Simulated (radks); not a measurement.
Results of a calculation; reference values are marked as such.
Coherent X-ray form factor from a spherical all-electron density. Level of theory: non-relativistic Kohn-Sham, SCAN, spin-unpolarised, spherical densities, point nucleus; meta-GGA in the generalised Kohn-Sham scheme (a radial shooting solver on a logarithmic mesh with Libxc functionals).

sin(theta)/lambda (1/angstrom)  f0 (electrons)
0.05                                    23.320
0.1                                     21.734
0.15                                    19.918
0.2                                     18.150
0.25                                    16.476
0.3                                     14.914
0.4                                     12.218
0.5                                     10.179
0.6                                      8.748
0.8                                      7.093
1                                        6.140
1.25                                     5.141
1.5                                      4.189
2                                        2.695

The species is in the configuration that NIST lists as its ground one. Which atom or ion scatters so?

Answer. Neutral chromium, [Ar] 3d5 4s1. Extrapolating in s^2 from the first two rows gives f0(0) = 23.8, near the electron count 24; among species with that count, the fall with angle is slower the higher Z, and the table is that of Z = 24; from so few rows the species is fixed only to a neighbour or two.
